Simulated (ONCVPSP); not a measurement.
oxygen: one change to an ONCV potential, before and after

ONCVPSP 4.0.1 input, shortened (lines: element, Z, core and valence counts, functional; n l f; lmax; l rc ep ncon nbas qcut; lloc lpopt rc5 dvloc0; l nproj debl; icmod fcfact rcfact), PBEsol, scalar-relativistic:

```
  O 8.00    1    2  -116133      upf
    1    0    2.00
    2    0    2.00
    2    1    4.00
    1
    0    0.90    0.00    5    8    9.40
    1    1.05    0.00    4    8    8.30
    0    5    0.90    0.00
    0    0    2.20
    1    2    2.50
    1    0.20    0.00
```

Change: non-relativistic.

Cutoffs: the cutoffs (Ha) at which the residual kinetic energy of the hardest occupied pseudo-wave falls to 1 and 0.1 mHa per electron; they do not see the model core or the augmentation charge, which bear on the density cutoff. Errors are all-electron minus pseudo energies relative to the spin-unpolarised reference configuration.

Task: What does the change do?

Result: The potential gets neither clearly harder nor softer (61 Ha and 175 Ha → 61 Ha and 175 Ha); of the 4 tests that both files solve, the error grows in 2 and shrinks in 0 by more than 15 % and 0.3 meV (median size 41.1 → 43.5 meV); neither file shows a bound ghost.

```tsv
quantity	base	changed
cutoff, loose	61 Ha	61 Ha
cutoff, tight	175 Ha	175 Ha
loose cutoff by channel	s 42 Ha, p 61 Ha	s 41 Ha, p 61 Ha
bound ghosts	none	none
GHOST(+) flags under 300 eV	none	none
error for 2s2 2p3, meV [ΔE 16.36 → 16.37 eV]	+7.7	+9.0
error for 2s2 2p2, meV [ΔE 49.84 → 49.85 eV]	+75	+78
error for 2s2 2p1, meV [ΔE 103.54 → 103.56 eV]	+324	+329
error for 2s2 2p3.5, meV [ΔE 6.25 eV]	+0.9	+1.4
s: phases at 0.91 bohr within 0.05 rad from the reference energy up to (Ha; the scan ends near 5)	to the end of the scan	to the end of the scan
p: phases at 1.06 bohr within 0.05 rad from the reference energy up to (Ha; the scan ends near 5)	to the end of the scan	to the end of the scan
rms error of d²Exc/dni dnj with the model core, mHa	1.25	1.25
```
